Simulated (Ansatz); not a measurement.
Geometry optimisation, Ansatz, RKS BLYP/def2-SVP.

The input (input.yaml):

```yaml
crystal:
  periodic: [false, false, false]
  atoms:
    - { symbol: Zr, position_ang: [0.0, 0.0, 0.0] }
    - { symbol: F, position_ang: [0.0, 0.0, 2.33] }
    - { symbol: Cl, position_ang: [2.3764, 0.0, -0.8392] }
    - { symbol: Cl, position_ang: [-1.1869, 2.0563, -0.8392] }
    - { symbol: Cl, position_ang: [-1.1869, -2.0563, -0.8392] }
    - { symbol: Br, position_ang: [-2.847, 0.0, 0.946] }
    - { symbol: H, position_ang: [-1.2875, 0.0, 2.203] }
basis:
  gaussian: { orbitals: def2-SVP }
hamiltonian:
  xc: blyp
relax:
  f_tol: 0.15
  max_steps: 25
  restrain:
    - { distance: [0, 5], at: 3.9, k: 30.0 }
    - { distance: [6, 1], at: 2.12, k: 30.0 }
    - { distance: [0, 1], at: 1.98, k: 30.0 }
    - { distance: [6, 5], at: 1.55, k: 30.0 }
output:
  orbitals: {}
```

Launched with:

```bash
$ ansatz run input.yaml --threads 4 --pin off --max-ram 5120MiB --backend cpu --events-out ev --progress --plain --runs-dir out
```

Where does it end, and by what steps?

The run converged. The restraints hold the end off the free minimum; the threshold counts their pulls, which the force column leaves out. Restrained pairs: Zr1–Br6 (3.00 → 3.90 Å), F2–H7 (1.29 → 2.12 Å), Zr1–F2 (2.33 → 1.96 Å), Br6–H7 (2.00 → 1.51 Å). After 7 steps the energy has fallen by 2.482 eV (the restraints' own energy left out); Br6 moved furthest, 0.88 Å.

```tsv
step	energy less start (eV)	largest force component (eV/Å)	accepted
0	0.0000	2.061	yes
1	-0.2073	3.166	yes
2	-0.7851	4.191	yes
3	-1.6561	3.707	yes
4	-2.3404	1.402	yes
5	-2.4460	1.174	yes
6	-2.4800	1.105	yes
7	-2.4824	1.094	yes
```

```xyz
7
Properties=species:S:1:pos:R:3
Zr 0.153 0.000 -0.150
F 0.066 0.000 1.804
Cl 2.435 0.000 -0.724
Cl -0.781 1.958 -1.071
Cl -0.781 -1.958 -1.071
Br -3.272 0.000 1.721
H -1.953 0.000 2.454
```

Time of the run: 17 s on 4 threads of Arm Neoverse V2 (shared host), peak memory 0.23 GiB.
